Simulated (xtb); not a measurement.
C3H10OSi, singlet, from a rough starting geometry; GFN2-xTB run with xtb 6.7.1.

Here is a job for xtb.
```
$ xtb mol.xyz --gfn 2 --opt vtight --json

# file mol.xyz
15

C     -0.24222620     1.21792848    -1.30552068
Si    -0.23445475     0.09965369     0.22532003
C     -0.93480893    -1.56489825    -0.13704332
C      1.68865715    -0.11191839     0.79763214
O     -1.12894051     0.73467154     1.45245981
H      0.35435605     0.82064530    -2.14612909
H      0.20201205     2.29651870    -1.04236862
H     -1.24472324     1.40188867    -1.63293265
H     -0.95115644    -2.23870440     0.70523215
H     -0.45306791    -2.09642326    -0.98832463
H     -2.00995402    -1.44944253    -0.48740941
H      2.31148736    -0.60410951    -0.04066953
H      2.13445067     0.85902224     1.04862197
H      1.68321408    -0.74850203     1.66695876
H     -0.91164493     1.54426359     1.79701591
```

It wrote (shortened):

```
   ID    Z sym.   atoms
    1    6 C      1, 3, 4
    2   14 Si     2
    3    8 O      5
    4    1 H      6-15

           -------------------------------------------------
          |                Calculation Setup                |
           -------------------------------------------------

           -------------------------------------------------
          |                 G F N 2 - x T B                 |
           -------------------------------------------------

          ...................................................
          :                      SETUP                      :
          :.................................................:
          :  # basis functions                  36          :
          :  # atomic orbitals                  35          :
          :  # shells                           21          :
          :  # electrons                        32          :
          :  max. iterations                   250          :
          :  Hamiltonian                  GFN2-xTB          :
          :  restarted?                      false          :
          :  GBSA solvation                  false          :
          :  PC potential                    false          :
          :  electronic temp.          300.0000000     K    :
          :  accuracy                    1.0000000          :
          :  -> integral cutoff          0.2500000E+02      :
          :  -> integral neglect         0.1000000E-07      :
          :  -> SCF convergence          0.1000000E-05 Eh   :
          :  -> wf. convergence          0.1000000E-03 e    :
          :  Broyden damping             0.4000000          :
          :  net charge                          0          :
          :  unpaired electrons                  0          :
          ...................................................

 iter      E             dE          RMSdq      gap      omega  full diag
   1    -17.4618467 -0.174618E+02  0.376E+00    7.89       0.0  T
   2    -17.5173857 -0.555390E-01  0.206E+00    6.76       1.0  T
   3    -17.5193286 -0.194287E-02  0.123E+00    7.42       1.0  T
   4    -17.5303184 -0.109898E-01  0.534E-01    6.92       1.0  T
   5    -17.5317665 -0.144811E-02  0.273E-01    7.01       1.0  T
   6    -17.5319554 -0.188945E-03  0.771E-02    7.04       1.0  T
   7    -17.5319607 -0.528853E-05  0.332E-02    7.05       1.0  T
   8    -17.5319610 -0.274221E-06  0.130E-02    7.05       2.0  T
   9    -17.5319612 -0.217619E-06  0.580E-03    7.05       4.5  T
  10    -17.5319612  0.434857E-07  0.275E-03    7.05       9.4  T
  11    -17.5319612 -0.703784E-07  0.952E-04    7.05      27.1  T
  12    -17.5319613 -0.866678E-08  0.280E-04    7.05      92.4  T

   *** convergence criteria satisfied after 12 iterations ***

         :::::::::::::::::::::::::::::::::::::::::::::::::::::
         ::                     SUMMARY                     ::
         :::::::::::::::::::::::::::::::::::::::::::::::::::::
         :: total energy             -17.326251618399 Eh    ::
         :: gradient norm              0.137304355317 Eh/a0 ::
         :: HOMO-LUMO gap              7.050424524886 eV    ::
         ::.................................................::
         :: SCC energy               -17.531925596566 Eh    ::
         :: -> isotropic ES            0.043189072316 Eh    ::
         :: -> anisotropic ES          0.007412157458 Eh    ::
         :: -> anisotropic XC          0.008574926579 Eh    ::
         :: -> dispersion             -0.008278857895 Eh    ::
         :: repulsion energy           0.205673978166 Eh    ::
         :: add. restraining           0.000000000000 Eh    ::
         :: total charge              -0.000000000000 e     ::
         :::::::::::::::::::::::::::::::::::::::::::::::::::::

      -----------------------------------------------------------
     |                   =====================                   |
     |                        A N C O P T                        |
     |                   =====================                   |
     |               Approximate Normal Coordinate               |
     |                Rational Function Optimizer                |
      -----------------------------------------------------------
      -----------------------------------------------------------
     |                   =====================                   |
     |                        A N C O P T                        |
     |                   =====================                   |
     |               Approximate Normal Coordinate               |
     |                Rational Function Optimizer                |
      -----------------------------------------------------------

          ...................................................
          :                      SETUP                      :
          :.................................................:
          :   optimization level         verytight          :
          :   max. optcycles                   300          :
          :   ANC micro-cycles                  20          :
          :   degrees of freedom                39          :
          :.................................................:
          :   RF solver                   davidson          :
          :   write xtbopt.log                true          :
          :   linear?                        false          :
          :   energy convergence         0.1000000E-06 Eh   :
          :   grad. convergence          0.2000000E-03 Eh/α :
          :   maxmium RF displ.          1.0000000          :
          :   Hlow (freq-cutoff)         0.1000000E-01      :
          :   Hmax (freq-cutoff)         5.0000000          :
          :   S6 in model hess.         20.0000000          :
          ...................................................

generating ANC from exact Hessian ...
Using Lindh-Hessian (1995)
 Shifting diagonal of input Hessian by    7.2521845391341610E-003
[...]
 * total energy  :   -17.3447883 Eh     change       -0.1075504E-04 Eh
 * total energy  :   -17.3447961 Eh     change       -0.7824093E-05 Eh
 * total energy  :   -17.3448001 Eh     change       -0.4020611E-05 Eh
 * total energy  :   -17.3448036 Eh     change       -0.3454064E-05 Eh
 * total energy  :   -17.3448049 Eh     change       -0.1326019E-05 Eh
 * total energy  :   -17.3448057 Eh     change       -0.7983607E-06 Eh
 * total energy  :   -17.3448064 Eh     change       -0.7416695E-06 Eh
 * total energy  :   -17.3448070 Eh     change       -0.5825835E-06 Eh
 * total energy  :   -17.3448075 Eh     change       -0.5115294E-06 Eh
 * total energy  :   -17.3448079 Eh     change       -0.3409676E-06 Eh
 * total energy  :   -17.3448080 Eh     change       -0.1713065E-06 Eh
 * total energy  :   -17.3448081 Eh     change       -0.5708191E-07 Eh
   *** GEOMETRY OPTIMIZATION CONVERGED AFTER 16 ITERATIONS ***
         :: total energy             -17.344808097675 Eh    ::
[...]
         :: total charge              -0.000000000000 e     ::
         :::::::::::::::::::::::::::::::::::::::::::::::::::::

           -------------------------------------------------
          |                Property Printout                |
           -------------------------------------------------

    * Orbital Energies and Occupations

         #    Occupation            Energy/Eh            Energy/eV
      -------------------------------------------------------------
         1        2.0000           -0.7582642             -20.6334
       ...           ...                  ...                  ...
         4        2.0000           -0.5627237             -15.3125
         5        2.0000           -0.5554528             -15.1146
         6        2.0000           -0.5195731             -14.1383
         7        2.0000           -0.4732725             -12.8784
         8        2.0000           -0.4688598             -12.7583
         9        2.0000           -0.4604507             -12.5295
        10        2.0000           -0.4567573             -12.4290
        11        2.0000           -0.4517852             -12.2937
        12        2.0000           -0.4516445             -12.2899
        13        2.0000           -0.4495750             -12.2336
        14        2.0000           -0.4482265             -12.1969
        15        2.0000           -0.3878421             -10.5537
        16        2.0000           -0.3855015             -10.4900 (HOMO)
        17                         -0.1177205              -3.2033 (LUMO)
        18                         -0.1048126              -2.8521
        19                         -0.0971697              -2.6441
        20                          0.0277724               0.7557
        21                          0.0323194               0.8795
        22                          0.0705517               1.9198
        23                          0.1962944               5.3414
        24                          0.2052853               5.5861
        25                          0.2109696               5.7408
        26                          0.2197685               5.9802
        27                          0.2290965               6.2340
       ...                                ...                  ...
        35                          0.7723495              21.0167
      -------------------------------------------------------------
                  HL-Gap            0.2677810 Eh            7.2867 eV
             Fermi-level           -0.2516110 Eh           -6.8467 eV

     #   Z          covCN         q      C6AA      α(0)
     1   6 C        3.649    -0.210    25.036     7.189
     2  14 Si       3.394     0.538   106.338    20.330
     3   6 C        3.650    -0.201    24.846     7.160
     4   6 C        3.649    -0.210    25.036     7.189
     5   8 O        1.575    -0.474    22.389     6.385
     6   1 H        0.925     0.028     2.622     2.532
     7   1 H        0.925     0.024     2.675     2.557
     8   1 H        0.925     0.029     2.594     2.519
     9   1 H        0.925     0.034     2.528     2.486
    10   1 H        0.925     0.024     2.671     2.556
    11   1 H        0.925     0.034     2.528     2.486
    12   1 H        0.925     0.028     2.622     2.532
    13   1 H        0.925     0.024     2.674     2.557
    14   1 H        0.925     0.029     2.594     2.519
    15   1 H        0.809     0.302     0.715     1.327

 Mol. C6AA /au·bohr⁶  :       2027.756414
 Mol. C8AA /au·bohr⁸  :      57567.068219
 Mol. α(0) /au        :         72.324224

Wiberg/Mayer (AO) data.
largest (>0.10) Wiberg bond orders for each atom

 ---------------------------------------------------------------------------
     #   Z sym  total        # sym  WBO       # sym  WBO       # sym  WBO
 ---------------------------------------------------------------------------
     1   6 C    3.977 --     6 H    0.994     8 H    0.990     7 H    0.990
                             2 Si   0.877
     2  14 Si   3.861 --     5 O    1.165     3 C    0.886     1 C    0.877
                             4 C    0.877
     3   6 C    3.982 --    10 H    0.995     9 H    0.990    11 H    0.990
                             2 Si   0.886
     4   6 C    3.977 --    12 H    0.994    14 H    0.990    13 H    0.990
                             2 Si   0.877
     5   8 O    2.173 --     2 Si   1.165    15 H    0.888
     6   1 H    0.999 --     1 C    0.994
     7   1 H    0.999 --     1 C    0.990
     8   1 H    0.999 --     1 C    0.990
     9   1 H    0.999 --     3 C    0.990
    10   1 H    0.999 --     3 C    0.995
    11   1 H    0.999 --     3 C    0.990
    12   1 H    0.999 --     4 C    0.994
    13   1 H    0.999 --     4 C    0.990
    14   1 H    0.999 --     4 C    0.990
    15   1 H    0.909 --     5 O    0.888
 ---------------------------------------------------------------------------

Topologies differ in total number of bonds
Writing topology from bond orders to xtbtopo.mol

molecular dipole:
                 x           y           z       tot (Debye)
 q only:        0.145       0.363       0.109
   full:        0.301       0.437       0.019       1.350
molecular quadrupole (traceless):
                xx          xy          yy          xz          yz          zz
 q only:       -2.192      -0.845       1.853       0.257       2.819       0.338
  q+dip:       -2.655      -0.675       2.637       1.126       2.932       0.018
   full:       -2.950      -0.656       2.996       1.250       3.262      -0.046

optimized geometry written to: xtbopt.xyz

           -------------------------------------------------
          | TOTAL ENERGY              -17.344808097675 Eh   |
          | GRADIENT NORM               0.000040850243 Eh/α |
          | HOMO-LUMO GAP               7.286692044232 eV   |
           -------------------------------------------------

normal termination of xtb
```
